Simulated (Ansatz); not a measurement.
Basis-set extrapolation for C2H7FSSi, SMILES `CC[SiH](F)S` (PBE0-D4/def2-TZVP geometry, frozen core, Ansatz). Multiplicity 1, RHF reference.

|  | def2-TZVPP | def2-QZVPP |
| --- | --- | --- |
| HF | -865.926696 | -865.955798 |
| MP2 correlation | -0.902201 | -0.974459 |
| CCSD(T) correlation | -0.990866 | not run |

Energies in hartree. Use E(X) = E(∞) + A·exp(−7.88·√X) for Hartree–Fock and E(X) = E(∞) + B·X^(−2.97) for correlation, with X = 3 and 4, and add CCSD(T) minus MP2 of the smaller set to the MP2 limit.

What is the CCSD(T) energy at the basis-set limit?

HF limit: -865.955798 + (-0.029102) × 0.13774 = -865.95981. MP2 limit: -0.974459 + (-0.072258) × 0.74074 = -1.02798. Higher-order term: -0.990866 − (-0.902201) = -0.08866. Total: -867.07645 hartree, 417.2 kJ/mol below CCSD(T)/def2-TZVPP.
